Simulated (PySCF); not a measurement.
Dipole response of Pb²⁺ (lead, charge +2)

[Xe] 4f14 5d10 6s2, closed-shell 1S. All numbers are calculated (PySCF 2.14, scalar relativity by spin-free X2C-1e, in aug-cc-pVQZ-DK3). Coupled (time-dependent) response in atomic units; α is the mean over directions.

```
 method  mean α (bohr³)  C₆ (like pair)  S(−4)
r2SCANh           14.04           97.10  52.19
```

S(−4) is the Cauchy moment in α(ω) = α(0) + S(−4) ω² + …

α(iu) at r2SCANh:

```
u (hartree)  α(iu) (bohr³)
          0          14.04
     0.0500          13.91
      0.100          13.54
      0.200          12.30
      0.300          10.79
      0.500          8.126
      0.750          5.941
       1.00          4.591
       1.50          3.050
       2.00          2.192
       3.00          1.280
       5.00         0.5744
```

For an ion, C₆ is the dispersion term alone; charge-induced terms of lower order in 1/R come first.

Spin-orbit coupling, which splits the p, d and f shells strongly at this Z, is absent.
